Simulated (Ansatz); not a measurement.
Saddle point of CH$_{8}$OSn, closed shell (CH₆Sn ([CH3][SnH3]) + H₂O → SnH₄O ([OH][SnH3]) + CH₄; bonds formed: Sn1–O7, C2–H6; bonds broken: Sn1–C2, H6–O7), PBE0-D4/def2-TZVP structure:

Sn1  (-0.707, -0.880, -0.557)
C2  (0.106, 1.336, 0.331)
H3  (-0.222, -2.375, -1.266)
H4  (-1.980, -1.106, 0.546)
H5  (-1.109, 0.117, -1.895)
H6  (0.806, 0.101, 0.625)
O7  (1.054, -1.042, 0.742)
H8  (-0.939, 1.601, 0.509)
H9  (0.662, 1.745, 1.185)
H10  (0.446, 1.845, -0.572)
H11  (1.883, -1.342, 0.352)
(Å)

Energies are electronic, without zero-point energy. Barriers and step energies count from the start structure reached by relaxing down the imaginary mode; all methods use the PBE0-D4 structures, on which another method's saddle can fall below an end. Computed with Ansatz 0.2.0 (basis: def2-TZVPP, with def2-QZVPP for the basis limit); correlated methods freeze the cores. Filled d shells of the heavier atoms are correlated. Core potentials replace the inner electrons of the atoms past krypton. The def2 sets are not built for correlating such inner shells, so the correlated values are less sure here. B3LYP uses VWN-RPA correlation. Extrapolation: Hartree–Fock as exp(−7.88 √X), correlation as X^−2.97.

| method | barrier (eV) | step energy (eV) |
| --- | --- | --- |
| SPW92 | ? | -0.201 |
| PBE-D4 | 1.550 | -0.300 |
| BLYP-D4 | 1.656 | -0.398 |
| r2SCAN-D4 | ? | -0.350 |
| B97M-V | 1.770 | -0.400 |
| PBE0-D4 | 1.754 | -0.267 |
| B3LYP-D4 | ? | -0.365 |
| r2SCAN0-D4 | 1.806 | -0.300 |
| BHLYP-D4 | 2.026 | -0.352 |
| CAM-B3LYP-D4 | 1.860 | -0.372 |
| wB97X-V | 1.886 | -0.339 |
| wB97M-V | 1.854 | -0.291 |
| B2PLYP | 1.876 | -0.365 |
| PBE-QIDH | 1.888 | -0.264 |
| RPA on PBE | 1.924 | -0.303 |
| HF | 2.497 | -0.427 |
| MP2 | 1.907 | -0.263 |
| CCSD | 2.063 | -0.279 |
| CCSD(T) | 1.945 | -0.273 |

Question: Fill in the withheld barriers. (An estimate is asked for; the value comes from the calculation.)

Answer: Computed: SPW92 1.283; B3LYP-D4 1.811; r2SCAN-D4 1.644 eV. Each is the energy of the saddle less that of the start structure, by the same method.

For comparison, the barrier by CCSD(T) at an estimated basis limit (MP2 extrapolated from triple and quadruple zeta, plus CCSD(T) − MP2 in triple zeta) is 1.876 eV.

The T1 diagnostic stays at or below 0.014.

Labels in which every atom is bracketed show which atoms are joined, not bond orders.

For scale, one of the runs: CCSD(T)/def2-TZVPP, 224 basis functions (an equivalent command: `ansatz run in.yaml --threads 4`). Time: 2.3 min of wall clock on 4 CPU threads; the host was shared. Peak host memory: 4.1 GiB.
